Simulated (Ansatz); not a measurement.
Geometry optimisation, RKS PBE/def2-mTZVP in Ansatz 0.2.0.

The input (input.yaml):

```yaml
crystal:
  periodic: [false, false, false]
  atoms:
    - { symbol: Te, position_ang: [-0.8435, 1.647, -1.9709] }
    - { symbol: C, position_ang: [-0.3743, 0.2444, -0.5312] }
    - { symbol: C, position_ang: [0.7942, -0.227, -0.0756] }
    - { symbol: C, position_ang: [0.1442, -1.0611, 0.7939] }
    - { symbol: O, position_ang: [-1.1304, -0.6115, 0.3196] }
    - { symbol: H, position_ang: [-0.8753, 2.9426, -0.7644] }
    - { symbol: H, position_ang: [1.9005, -0.0401, -0.2558] }
    - { symbol: H, position_ang: [0.2474, -2.1329, 0.5532] }
    - { symbol: H, position_ang: [0.2258, -0.8077, 1.914] }
basis:
  gaussian: { orbitals: def2-mTZVP }
hamiltonian:
  xc: pbe
relax:
  f_tol: 0.015
  max_steps: 40
output:
  orbitals: {}
```

Run as:

```bash
$ ansatz run input.yaml --threads 2 --pin off --max-ram 3072MiB --backend cpu --events-out ev --progress --plain --runs-dir out
```

Question: Where does it end, and by what steps?

Answer: It converged. After 9 steps the energy has fallen by 0.634 eV; H6 moved furthest, 0.53 Å.

```
step  energy less start (eV)  largest force component (eV/Å)  accepted
   0                  0.0000                           5.128       yes
   1                 -0.4697                           1.958       yes
   2                 -0.5935                           0.664       yes
   3                 -0.6162                           0.498       yes
   4                 -0.6182                           0.263       yes
   5                 -0.6301                           0.229       yes
   6                 -0.6329                           0.155       yes
   7                 -0.6340                           0.048       yes
   8                 -0.6341                           0.030       yes
   9                 -0.6343                           0.008       yes
```

```xyz
9
Properties=species:S:1:pos:R:3
Te -0.709 1.763 -1.957
C -0.143 0.346 -0.496
C 0.988 -0.276 -0.102
C 0.119 -1.079 0.830
O -1.062 -0.328 0.321
H -1.384 2.796 -0.805
H 2.046 -0.210 -0.326
H -0.012 -2.148 0.607
H 0.245 -0.910 1.909
```

Time of the run: 55 s on 2 threads of Intel(R) Xeon(R) Processor @ 2.50GHz (Skylake/Cascade Lake) (shared host), peak memory 0.18 GiB.
